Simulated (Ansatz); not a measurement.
`OC1([SiH3])N=C1F` → `FC1([SiH3])N=CO1`  (isomerisation)

Isolated molecules relaxed with PBE0-D4/def2-TZVP in Ansatz; ΔE leaves out vibrations. CBS: MP2 limit from def2 TZ/QZ plus the TZ coupled-cluster correction, frozen cores. DFT in def2-TZVPP. B3LYP here is the variant with VWN-RPA as its local correlation; programs differ in this. One conformer a species, not always the lowest.

`OC1([SiH3])N=C1F`:

Z-matrix (Å, degrees):
```
C
Si 1 1.888
N 1 1.609 2 116.2
O 1 1.373 2 111.9 3 -138.2
C 1 1.420 2 125.1 3 55.2
H 2 1.482 1 108.7 3 78.8
H 2 1.484 1 109.6 3 -161.0
H 2 1.482 1 107.2 3 -41.2
H 4 0.964 1 110.5 2 -178.2
F 5 1.307 1 147.8 2 91.0
```

`FC1([SiH3])N=CO1`:

Cartesian coordinates in Å:
```
F -1.037 1.509 -0.751
C -0.273 0.458 -0.424
Si -0.042 0.258 1.469
N 0.946 0.315 -1.214
C 0.409 -0.780 -1.599
O -0.817 -0.781 -1.024
H 0.705 1.439 1.961
H -1.385 0.188 2.092
H 0.719 -0.993 1.682
H 0.776 -1.612 -2.191
```

```json
{"level": "PBE-D4", "ΔE (kJ/mol)": "-57.5", "difference from CCSD(T)/CBS": "7.9"}
{"level": "r2SCAN-D4", "ΔE (kJ/mol)": "-62.6", "difference from CCSD(T)/CBS": "2.8"}
{"level": "B3LYP-D4", "ΔE (kJ/mol)": "-59.8", "difference from CCSD(T)/CBS": "5.6"}
{"level": "ωB97X-V", "ΔE (kJ/mol)": "-71.8", "difference from CCSD(T)/CBS": "-6.4"}
{"level": "ωB97M-V", "ΔE (kJ/mol)": "-68.0", "difference from CCSD(T)/CBS": "-2.6"}
{"level": "PBE", "ΔE (kJ/mol)": "-57.1", "difference from CCSD(T)/CBS": "8.3"}
{"level": "PBE0", "ΔE (kJ/mol)": "-63.3", "difference from CCSD(T)/CBS": "2.1"}
{"level": "B3LYP", "ΔE (kJ/mol)": "-58.9", "difference from CCSD(T)/CBS": "6.5"}
{"level": "HF/def2-TZVPP", "ΔE (kJ/mol)": "-77.1", "difference from CCSD(T)/CBS": "-11.7"}
{"level": "MP2/def2-TZVPP", "ΔE (kJ/mol)": "-57.3", "difference from CCSD(T)/CBS": "8.1"}
{"level": "SCS-MP2/def2-TZVPP", "ΔE (kJ/mol)": "-61.0", "difference from CCSD(T)/CBS": "4.4"}
{"level": "HF/def2-QZVPP", "ΔE (kJ/mol)": "-76.8", "difference from CCSD(T)/CBS": "-11.4"}
{"level": "MP2/def2-QZVPP", "ΔE (kJ/mol)": "-57.0", "difference from CCSD(T)/CBS": "8.4"}
{"level": "SCS-MP2/def2-QZVPP", "ΔE (kJ/mol)": "-60.5", "difference from CCSD(T)/CBS": "4.9"}
{"level": "MP2/CBS(def2)", "ΔE (kJ/mol)": "-57.0", "difference from CCSD(T)/CBS": "8.4"}
{"level": "CCSD/CBS(def2)", "ΔE (kJ/mol)": "-67.3", "difference from CCSD(T)/CBS": "-1.9"}
{"level": "CCSD(T)/CBS", "ΔE (kJ/mol)": "-65.4", "difference from CCSD(T)/CBS": "0"}
```

Largest T1 diagnostic among the species: 0.015.

From PBE to PBE0 (25 % exact exchange), in def2-TZVPP and without D4, ΔE moves by −6.3 kJ/mol. In def2-TZVPP, CCSD(T) changes the Hartree–Fock value by +11.3 kJ/mol (the triples alone add +1.9 kJ/mol) and MP2 by +19.8 kJ/mol.

CCSD(T)/CBS has its own doubt, a few kJ/mol and more with outer-core shells, so smaller differences from it don't rank the levels.
